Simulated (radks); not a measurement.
Results of a calculation; reference values are marked as such.
The oxygen anion O2-, [Ne], held by a Watson sphere: a shell of charge +2 at radius R that stands for the Madelung well of a crystal (potential energy -2/R inside, -2/r outside, in hartree with lengths in bohr). Code: a radial shooting solver on a logarithmic mesh with Libxc functionals. Model: scalar-relativistic Kohn-Sham, r2SCAN, spin-polarised, spherical densities, finite nucleus; meta-GGA in the generalised Kohn-Sham scheme; Fermi nuclear charge, rms radius of each element as measured or else 0.836 A^(1/3) + 0.57 fm.

R (bohr)  e(1s) (eV)  e(2s) (eV)  e(2p) (eV)  <r> 2p (bohr)  sum of <r^2> (bohr^2)  X-ray form factor at sin(theta)/lambda = 0.2 1/angstrom
1.97         -514.00     -23.516      -8.163          1.473                  21.05                                                    6.133
2.94         -513.17     -20.125      -5.189          1.673                  27.57                                                    5.806
3.19         -512.89     -19.558      -4.636          1.718                  29.30                                                    5.767
3.48         -512.59     -19.008      -4.081          1.768                  31.38                                                    5.734
3.52         -512.55     -18.940      -4.011          1.775                  31.67                                                    5.731
3.72         -512.35     -18.626      -3.683          1.809                  33.17                                                    5.716

Estimate the row for R = 2.05 bohr.

Answer. e(1s) (eV) -513.98; e(2s) (eV) -23.145; e(2p) (eV) -7.863; <r> 2p (bohr) 1.491; sum of <r^2> (bohr^2) 21.59; X-ray form factor at sin(theta)/lambda = 0.2 1/angstrom 6.092.
